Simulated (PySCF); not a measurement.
# SbF: script and output

File input.py (PySCF 2.14):

```python
from pyscf import gto, dft

mol = gto.M(
    atom='Sb 0 0 0; F 0 0 1.782',
    basis='def2-svpd',
    ecp={'Sb': 'def2-svpd'},
    charge=0,
    spin=2,
    verbose=3,
)
mf = dft.ROKS(mol, xc='tpssh')
mf.kernel()
g = mf.nuc_grad_method()
g.grid_response = True
g.kernel()
mf.dip_moment()
print('orbital energies (hartree):', mf.mo_energy[..., max(0, mol.nelec[1]-3):mol.nelec[0]+3].round(4))
```

```bash
$ OMP_NUM_THREADS=1 python input.py
```

Output:

```
converged SCF energy = -339.906889293265
--------------- ROKS gradients ---------------
         x                y                z
0 Sb     0.0000000000    -0.0000000000     0.1260936829
1 F    -0.0000000000     0.0000000000    -0.1260936829
----------------------------------------------
Dipole moment(X, Y, Z, Debye): -0.00000,  0.00000, -1.52348
orbital energies (hartree): [-0.4141 -0.4141 -0.3822 -0.1585 -0.1585 -0.0422  0.0267  0.0895]
```

In short: E(SCF) = -339.906889 Eh, μz(SCF) = -1.52 D, gradient on the second atom -0.1261 Eh/bohr.

It ran on Arm Neoverse V1 (1 thread, shared host) in 8.4 s, peak memory 0.3 GiB.

The bond length is a typed value, not an optimised one. No search for the lowest solution was made.
